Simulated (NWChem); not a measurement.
Molecule: iodine monochloride (ICl); SMILES ClI

Program: NWChem. def2 effective core potentials on I; no spin-orbit coupling. Each level has its own optimisation; frequencies are unscaled.

```tsv
level	r Cl–I (Å)	highest harmonic frequency (cm⁻¹)	zero-point energy (kcal/mol)
Hartree-Fock/STO-3G (all-electron, non-relativistic)	2.367	481	0.7
Hartree-Fock/3-21G (all-electron, non-relativistic)	2.492	360	0.5
LDA (Slater exchange, VWN5)/def2-SVP (core potentials)	2.352	383	0.5
PBE/def2-SVP (core potentials)	(withheld)	362	0.5
BLYP/def2-SVP (core potentials)	2.418	342	0.5
PBE0/def2-SVP (core potentials)	2.357	386	0.6
```

### Question
Complete the blanks.

### Answer

- PBE/def2-SVP (core potentials), r Cl–I (Å): 2.384
